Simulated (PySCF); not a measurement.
CaCl, SMILES [Cl][Ca+], charge +1.

Geometry optimised at PBE-D3(BJ)/def2-TZVPD. The multiplicity is an assumed one; other spin states were not compared.

Two levels are set side by side: TDA-PBE/def2-TZVPD (PySCF) and TDA-CAM-B3LYP/def2-TZVPD (PySCF). Vertical, same geometry. The lowest singlet is HOMO→LUMO 100 % with PBE and HOMO→LUMO 94 % with the other functional; states are paired by order. Differences are taken from unrounded values.

```
quantity                              TDA-CAM-B3LYP  TDA-PBE  TDA-PBE minus TDA-CAM-B3LYP
------------------------------------  -------------  -------  ---------------------------
lowest singlet excitation (eV)                 4.59     3.88                        -0.71
lowest triplet excitation (TDA) (eV)           4.52     3.82                        -0.70
```

Functionals without exact exchange tend to place singlet excitations lower, as here. Differences between two approximate levels are no errors against the true value.

Rough cost on one machine, each run with all the roots and properties that it gave: TDA-CAM-B3LYP against TDA-PBE about 4 times.
